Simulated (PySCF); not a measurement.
Isomers of C6H8ClF.

All values: PBE0/pcSseg-1 (PySCF) at GFN2-xTB geometries, gas phase, one conformer each.

**Question.** Rank by the lowest IAO charge on any atom, lowest value first.
A. `[CH2:1]=[CH:2][C@H:3]([CH2:4][F:5])[C:6](=[CH2:7])[Cl:8]` with C1–C2–C3–C4 12°, C2–C3–C4–F5 168°, C2–C3–C6–C7 -123°
B. `[F:1][C:2]1=[C:3]([Cl:4])[CH2:5][CH2:6][CH2:7][CH2:8]1` with C2–C3–C5–C6 -16°, C3–C5–C6–C7 47°, C5–C6–C7–C8 -65°, C6–C7–C8–C2 47°
C. `[CH3:1][C:2]1([C@@H:3]([Cl:4])[CH2:5][F:6])[CH:7]=[CH:8]1` with C1–C2–C3–Cl4 -66°, C2–C3–C5–F6 61°
D. `[CH2:1]=[C:2]([F:3])/[C:4](=[CH:5]\[Cl:6])[CH2:7][CH3:8]` with C1–C2–C4–C5 -166°, C2–C4–C7–C8 72°

**Answer.** C (-0.442 e), D (-0.417 e), A (-0.328 e), B (-0.280 e).

**Question.** Rank by the highest Hirshfeld charge on any atom, lowest value first.
A. `[F:1][C:2]1=[C:3]([Cl:4])[CH2:5][CH2:6][CH2:7][CH2:8]1` with C2–C3–C5–C6 -16°, C3–C5–C6–C7 47°, C5–C6–C7–C8 -65°, C6–C7–C8–C2 47°
B. `[CH2:1]=[C:2]([F:3])/[C:4](=[CH:5]\[Cl:6])[CH2:7][CH3:8]` with C1–C2–C4–C5 -166°, C2–C4–C7–C8 72°
C. `[CH2:1]=[CH:2][C@H:3]([CH2:4][F:5])[C:6](=[CH2:7])[Cl:8]` with C1–C2–C3–C4 12°, C2–C3–C4–F5 168°, C2–C3–C6–C7 -123°

**Answer.** C (+0.057 e), A (+0.072 e), B (+0.088 e).

**Question.** Rank by LUMO energy, highest first.
A. `[CH2:1]=[C:2]([F:3])/[C:4](=[CH:5]\[Cl:6])[CH2:7][CH3:8]` with C1–C2–C4–C5 -166°, C2–C4–C7–C8 72°
B. `[CH3:1][C:2]1([C@@H:3]([Cl:4])[CH2:5][F:6])[CH:7]=[CH:8]1` with C1–C2–C3–Cl4 -66°, C2–C3–C5–F6 61°
C. `[F:1][C:2]1=[C:3]([Cl:4])[CH2:5][CH2:6][CH2:7][CH2:8]1` with C2–C3–C5–C6 -16°, C3–C5–C6–C7 47°, C5–C6–C7–C8 -65°, C6–C7–C8–C2 47°

**Answer.** C (0.34 eV), B (-0.36 eV), A (-1.27 eV).

All values together:

```
                   SMILES  μ (D)  HOMO (eV)  LUMO (eV)  lowest IAO charge (e)  highest IAO charge (e)  lowest Hirshfeld charge (e)  highest Hirshfeld charge (e)
        C=C(F)/C(=C\Cl)CC   2.96      -6.83      -1.27             -0.417 (C)              +0.291 (C)                   -0.122 (C)                    +0.088 (C)
           FC1=C(Cl)CCCC1   3.29      -6.87       0.34             -0.280 (C)              +0.265 (C)                   -0.087 (F)                    +0.072 (C)
C[C@@H]1C[C@H](Cl)/C1=C/F   1.77      -7.35      -0.45             -0.418 (C)              +0.166 (H)                   -0.118 (C)                    +0.060 (H)
    CC1([C@@H](Cl)CF)C=C1   1.10      -7.60      -0.36             -0.442 (C)              +0.179 (H)                   -0.135 (C)                    +0.078 (H)
      C=C[C@H](CF)C(=C)Cl   1.72      -7.49      -0.46             -0.328 (C)              +0.169 (H)                   -0.122 (F)                    +0.057 (H)
```

Conformers: `[CH2:1]=[C:2]([F:3])/[C:4](=[CH:5]\[Cl:6])[CH2:7][CH3:8]` with C1–C2–C4–C5 -166°, C2–C4–C7–C8 72°; `[F:1][C:2]1=[C:3]([Cl:4])[CH2:5][CH2:6][CH2:7][CH2:8]1` with C2–C3–C5–C6 -16°, C3–C5–C6–C7 47°, C5–C6–C7–C8 -65°, C6–C7–C8–C2 47°; `[CH3:1][C:2]1([C@@H:3]([Cl:4])[CH2:5][F:6])[CH:7]=[CH:8]1` with C1–C2–C3–Cl4 -66°, C2–C3–C5–F6 61°; `[CH2:1]=[CH:2][C@H:3]([CH2:4][F:5])[C:6](=[CH2:7])[Cl:8]` with C1–C2–C3–C4 12°, C2–C3–C4–F5 168°, C2–C3–C6–C7 -123°.
